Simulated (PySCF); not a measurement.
**Correlation energy of Si (silicon, neutral)**

[Ne] 3s2 3p2, high-spin 3P determinant. Computed with PySCF 2.14 in jorge-DZP-DKH, with the spin-free X2C one-electron Hamiltonian (Gaussian nucleus). Frozen: [Ne]; 4 electrons correlated.

MP2 pair energies summed by pair of shells (mhartree):

```
 pair  energy  share (%)
3s-3p  -26.91       58.8
3s-3s  -14.27       31.2
3p-3p   -4.60       10.0
```

Total MP2 correlation energy: -45.78 mhartree.

Same-spin part -7.78 and opposite-spin part -38.00 mhartree; SCS-MP2 scales them by 1/3 and 6/5 to -48.19 mhartree.

| level | correlation energy (mhartree) |
| --- | --- |
| CCSD | -64.65 |
| (T) | -1.06 |
| CCSD(T) | -65.71 |

Diagnostics: T1 = 0.0098, D1 = 0.0253, largest double amplitude 0.105.

Cost of the coupled-cluster step: 0.13 s of wall time on 1 thread of Neoverse-V1 (shared host), for 4 correlated electrons.

Iterations:

```
CC2 = 0
CCSD nocc = (np.int64(3), np.int64(1)), nmo = (19, 19)
frozen orbitals [[0, 1, 2, 3, 4], [0, 1, 2, 3, 4]]
max_cycle = 100
direct = 0
conv_tol = 1e-08
conv_tol_normt = 1e-06
diis_space = 8
diis_start_cycle = 0
Init t2, MP2 energy = -0.0457775258639678
Init E_corr(UCCSD) = -0.045777525864022
cycle = 1  E_corr(UCCSD) = -0.0586042897782816  dE = -0.0128267639  norm(t1,t2) = 0.0551376
cycle = 2  E_corr(UCCSD) = -0.062402538973666  dE = -0.0037982492  norm(t1,t2) = 0.0212267
cycle = 3  E_corr(UCCSD) = -0.064639220596658  dE = -0.00223668162  norm(t1,t2) = 0.00974792
cycle = 4  E_corr(UCCSD) = -0.0646314877645076  dE = 7.73283215e-06  norm(t1,t2) = 0.0018784
cycle = 5  E_corr(UCCSD) = -0.0646547086726956  dE = -2.32209082e-05  norm(t1,t2) = 0.000309304
cycle = 6  E_corr(UCCSD) = -0.0646469882227181  dE = 7.72044998e-06  norm(t1,t2) = 4.26264e-05
cycle = 7  E_corr(UCCSD) = -0.0646502791425003  dE = -3.29091978e-06  norm(t1,t2) = 1.01668e-05
cycle = 8  E_corr(UCCSD) = -0.0646494401448401  dE = 8.3899766e-07  norm(t1,t2) = 2.85929e-06
cycle = 9  E_corr(UCCSD) = -0.0646495022005356  dE = -6.20556955e-08  norm(t1,t2) = 3.80503e-07
cycle = 10  E_corr(UCCSD) = -0.064649505661897  dE = -3.46136143e-09  norm(t1,t2) = 6.86495e-08
UCCSD converged
E(UCCSD) = -289.5145053259437  E_corr = -0.06464950566189702
UCCSD(T) correction = -0.00105877139039499
```
